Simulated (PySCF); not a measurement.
A structure optimised at PBE-D3(BJ)/def2-SVP, used in a PySCF frequency run:

```
C
H 1 1.1089
C 1 1.5259 2 110.92
H 3 1.1074 1 110.41 2 58.13
H 3 1.1094 4 107.77 1 -122.08
H 3 1.1103 4 108.42 5 -116.57
C 1 1.5384 2 105.12 3 -124.95
O 7 1.2199 1 120.28 2 -4.81
C 7 1.5191 8 122.08 1 -179.19
H 9 1.1048 7 109.24 8 -14.93
H 9 1.1076 10 110.06 7 123.49
H 9 1.1107 10 108.54 11 117.29
S 1 1.8509 2 103.19 7 -113.98
H 13 1.3639 1 96.06 2 -166.85
```
Charge 0, spin multiplicity 1.

Write its SMILES and formula.

CC(=O)[C@H](C)S, C4H8OS

What are its rotational constants (standard atomic weights)?

3.5994, 2.0209, 1.7962 GHz
